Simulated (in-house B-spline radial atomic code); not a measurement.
**Ionising Br⁵⁺ with different functionals**

Computed with a B-spline radial code for spherical atoms: non-relativistic Hamiltonian, point nucleus, spin-polarised at highest spin, spherical fractional occupations for the functionals, the average over the highest-spin determinants for Hartree-Fock. The ionisation energy is the difference of two self-consistent energies, [Ar] 3d10 4s2 → [Ar] 3d10 4s1, without Breit or QED terms; ε is the level of the shell that loses the electron (its least bound occupied spin orbital). There is no spin-orbit coupling in this Hamiltonian.

| method | rung | ΔSCF (eV) | -ε(4s) (eV) |
| --- | --- | --- | --- |
| Hartree-Fock | Hartree-Fock | 84.06 | 84.27 |
| HF fractional | Hartree-Fock | 84.06 | 84.27 |
| LDA VWN5 | LDA | 87.10 | 80.29 |
| LDA PW92 | LDA | 87.10 | 80.28 |
| LDA exchange-only | LDA | 85.32 | 78.73 |
| PBE | GGA | 86.66 | 79.79 |
| PBEsol | GGA | 86.48 | 79.81 |
| BLYP | GGA | 86.90 | 79.95 |
| RPBE | GGA | 86.42 | 79.54 |
| PW91 | GGA | 86.79 | 79.95 |
| BP86 | GGA | ? | ? |
| AM05 | GGA | 86.40 | 79.77 |
| OLYP | GGA | 86.17 | 79.31 |
| TPSS | meta-GGA | 86.18 | 79.66 |
| SCAN | meta-GGA | 86.11 | 80.23 |
| r2SCAN | meta-GGA | 85.96 | 80.07 |
| M06-L | meta-GGA | 86.12 | 79.71 |
| revTPSS | meta-GGA | 86.02 | 79.62 |
| PBE0 | global hybrid | 86.22 | 81.16 |
| B3LYP | global hybrid | 86.76 | 81.22 |
| TPSSh | global hybrid | 86.05 | 80.23 |
| M06-2X | global hybrid | 86.34 | 81.68 |
| BHandHLYP | global hybrid | 86.14 | 82.65 |
| r2SCAN0 | global hybrid | 85.78 | 81.40 |
| B97-1 | global hybrid | 86.57 | 80.85 |
| HSE06 | range-separated hybrid | 86.30 | 80.93 |
| wB97X | range-separated hybrid | 86.11 | 84.11 |
| CAM-B3LYP | range-separated hybrid | 86.75 | 83.06 |
| LC-wPBE | range-separated hybrid | ? | ? |

Question: What does LC-wPBE give?

Answer: ΔSCF 86.42 eV, and -ε(4s) = 84.53 eV.

Question: What does BP86 give?

Answer: ΔSCF 86.70 eV, and -ε(4s) = 80.03 eV.

Question: Among the functionals, which spreads more, the ΔSCF values or the orbital energies?

Answer: The orbital energies: ΔSCF values span about 1.79 eV and the orbital energies 5.80 eV.

Question: How do they compare with the NIST value?

Answer: NIST lists 87.39 eV ± 0.025 (measured, ground level to ground level). Errors run from -3.33 to -0.29 eV; LDA VWN5 is closest (-0.29 eV), though others lie within the uncertainty of it, and part of that can be cancellation, since the calculations leave out relativity, Breit-QED terms. Hartree-Fock also lacks correlation.
